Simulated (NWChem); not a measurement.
System: CH₄Al, doublet; SMILES [CH3][AlH]

NWChem input:

```
start job
memory heap 200 mb stack 900 mb global 1100 mb
geometry units angstroms
  Al    -0.025560     0.744655     0.420232
  C     -0.006354    -1.194724     0.073391
  H      0.234172    -1.375137    -0.989726
  H     -1.015852    -1.609223     0.245607
  H      0.708021    -1.761263     0.688604
  H     -1.049513     1.648696    -0.436764
end
basis spherical
  * library def2-svp
end
dft
  odft
  mult 2
  xc slater vwn_5
  iterations 150
end
driver
  maxiter 120
end
task dft optimize
task dft freq
```

The spin multiplicity was typed, not searched, and may not be the lowest. No stability test was run on the SCF state.

The level has its own optimisation; frequencies are unscaled.

Question: Give the results of this calculation. (LDA (Slater exchange, VWN5)/def2-SVP, spin-unrestricted.) Quantities: r Al–C (Å); r Al–H (Å); highest harmonic frequency (cm⁻¹); lowest (cm⁻¹); zero-point energy (kcal/mol); dipole (D).

Answer: The r Al–C (Å) is 1.957 and the r Al–H (Å) is 1.628. The highest harmonic frequency (cm⁻¹) comes out as 3092. The lowest (cm⁻¹) comes out as 132 and the zero-point energy (kcal/mol) comes out as 24.3. The dipole (D) is 0.82.
